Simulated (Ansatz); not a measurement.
`C#[C][SnH2][CH3]` + H–F → `[CH3][SnH2][F]` + `C#C` at 700 K and 1 bar (ligand exchange at the Sn–C bond).

Program: Ansatz. Geometries: PBE0-D4/def2-TZVP. ΔE: electronic, gas phase. CBS: MP2 limit from def2 TZ/QZ plus the TZ coupled-cluster correction, frozen cores. This one scheme is used for every species. Elements past krypton have def2 core potentials. For Sn outer-core shells are correlated without core-valence functions, which leaves a few kJ/mol of doubt a bond.

```
           species  CCSD(T)/CBS energy (Eh)  H − E (kJ/mol)  S (J/(mol·K))
`C#[C][SnH2][CH3]`               -331.71794           255.6          463.7
               H–F               -100.39570            45.2          198.5
  `[CH3][SnH2][F]`               -354.90084           196.4          411.5
             `C#C`                -77.22717           102.1          244.4
```

H − E and S are ideal-gas, rigid-rotor, harmonic terms from PBE0-D4/def2-TZVP. 1 Eh = 2625.50 kJ/mol, R = 8.31446 J/(mol·K).

By hand: ΔE, ΔH, ΔS and ΔG.

ΔE = (-354.90084) + (-77.22717) − (-331.71794) − (-100.39570) = -0.01437 Eh = -37.7 kJ/mol. Δ(H − E) = 196.4 + 102.1 − 255.6 − 45.2 = -2.3, so ΔH = -40.0 kJ/mol. ΔS = 411.5 + 244.4 − 463.7 − 198.5 = -6.3 J/(mol·K). ΔG = -40.0 − 700 × (-6.3)/1000 = -35.6 kJ/mol.

By hand: the equilibrium constant, and the temperature at which ΔG would vanish if ΔH and ΔS stayed fixed.

log₁₀ K = −ΔG/(RT ln 10) = 2.7. ΔG = 0 at ΔH/ΔS = 6349 K, far beyond where these terms or the molecules hold.

The number of gas molecules stays the same, so ΔS is small and ΔH decides. A doubt of 5 kJ/mol in ΔE shifts log₁₀ K by 0.4 here. These are equilibria of isolated gas molecules and say nothing of rates. Largest T1 diagnostic: 0.013 (customary marks: 0.02 for closed shells, 0.045 for open ones).
